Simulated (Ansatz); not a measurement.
System: BeF (charge 0, doublet). 
Structure (B3LYP-D3(BJ)/def2-TZVP (Ansatz, a first-principles code) minimum search):
```
Be
F 1 1.3730
```
Charge 0, spin multiplicity 2.

Property: atomisation energy (electronic, to ground-state atoms), in kJ/mol. Correlated levels leave the core frozen unless marked. UHF or UKS for open shells. Spin-orbit coupling is left out. Non-relativistic. FCI takes restricted orbitals. The coupled-cluster limit lacks core correlation, which all-electron functionals hold. CBS(X,Y): correlation extrapolated as X^-3; Hartree-Fock from the larger set.

| level | program | atomisation energy (kJ/mol) |
|---|---|---|
| B3LYP-D3(BJ)/def2-TZVPD | Ansatz + dftd3 | 578.9 |
| PBE0-D3(BJ)/def2-TZVPD | Ansatz + dftd3 | 574.8 |
| PBE0-D4/def2-TZVP | Ansatz + dftd4 | 572.5 |
| r2SCANh/def2-TZVPD | Ansatz | 587.5 |

Task: Predict the CCSD(T)/CBS(def2-TZVPPD,def2-QZVPPD) result (Ansatz).

Result: 567.6 kJ/mol, so r2SCANh/def2-TZVPD differs from it by 19.9 kJ/mol.
